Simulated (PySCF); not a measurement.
States of one metal complex from SC-NEVPT2 in the d shell, PySCF, above the ground state:

```tsv
2S+1	degeneracy	energy / cm⁻¹	f (electric dipole)
5	1	0	–
5	1	123	0
5	2	2396	1.7e-05
5	1	2914	4.7e-05
3	1	18446	–
3	2	18831	–
3	1	20204	–
3	1	20217	–
3	2	20811	–
3	1	20941	–
3	1	21314	–
3	2	21322	–
```

Q: Which of these complexes, all computed at model or optimised geometries, gave the data?
A. [Mn(H2O)6]3+ (d4, octahedral)
B. [FeF4]2- (d6, distorted tetrahedral)
C. [FeI4]2- (d6, tetrahedral)
D. FeF2 (d6, linear)

A: C. [FeI4]2- (d6, tetrahedral) has 5A1 (from 5E), then 5B1 (from 5E) at 123, 5E (from 5T2) at 2396 cm⁻¹ (NEVPT2). The others: [Mn(H2O)6]3+ (d4, octahedral) has 5Eg, then 3Tg at 8802, 5Tg at 15426 cm⁻¹ (NEVPT2); FeF2 (d6, linear) has 5Δg, then 5Πg at 8085, 5Σg+ at 8304 cm⁻¹ (NEVPT2); [FeF4]2- (d6, distorted tetrahedral) has 5A1, then 5E at 4022, 5B1 at 5458 cm⁻¹ (NEVPT2).

On [FeI4]2-: 5B1 (from 5E) (123 cm⁻¹) lies within 300 cm⁻¹ of 5A1 (from 5E) at NEVPT2 level, inside the method's error: they are parts of one split term, whose order is undecided.
